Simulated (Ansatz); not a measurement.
Isolated molecules relaxed with PBE0-D4/def2-TZVP in Ansatz; ΔE leaves out vibrations. CBS: MP2 limit from def2 TZ/QZ plus the TZ coupled-cluster correction, frozen cores. This one scheme is used for every species, atoms too. DFT in def2-TZVPP. HSE06 is defined as in plane-wave codes. Open shells (•) are unrestricted, without spin–orbit coupling. Spin–orbit coupling would lower the free atoms: a little for Al, O. Each species was taken in one conformer, which may not be the lowest.

Consider the atomization: `[NH2][Al]([OH])[OH]` → Al• + 4 H• + N• + 2 O•.

CCSD(T)/CBS gives +31.48 eV.

Task: Another level gave +29.74 eV. Which?
A. HF/def2-TZVPP
B. BHLYP/def2-TZVPP
C. HSE06/def2-TZVPP
D. B97M-V/def2-TZVPP

Result: B. BHLYP 29.74, HSE06 30.66, HF/def2-TZVPP 21.39, B97M-V 31.13 eV.

Task: What do rigid-rotor, harmonic-oscillator terms from PBE0-D4/def2-TZVP frequencies (298.15 K, 1 bar) make of the CCSD(T)/CBS value? (Estimate.)

Result: The calculation gave: ΔZPE = -1.44 eV, ΔH = +30.35 eV, ΔS = 778 J/(mol·K), ΔG = +27.94 eV. Open shells count their whole term as degenerate.

Largest T1 diagnostic among the species: 0.018.

In def2-TZVPP, CCSD(T) changes the Hartree–Fock value by +8.99 eV (the triples alone add +0.50 eV) and MP2 by +9.88 eV; breaking electron pairs costs correlation energy, which Hartree–Fock lacks. From BLYP to BHLYP (50 % exact exchange), in def2-TZVPP and without D4, ΔE moves by −1.32 eV: exact exchange takes away binding that semilocal exchange gives to molecules.

For atomizations the MP2-based limit and the directly extrapolated one differ by several kJ/mol either way, and by 10 to 25 for some Ge, Se and Sn compounds, so smaller differences from it don't rank the levels.
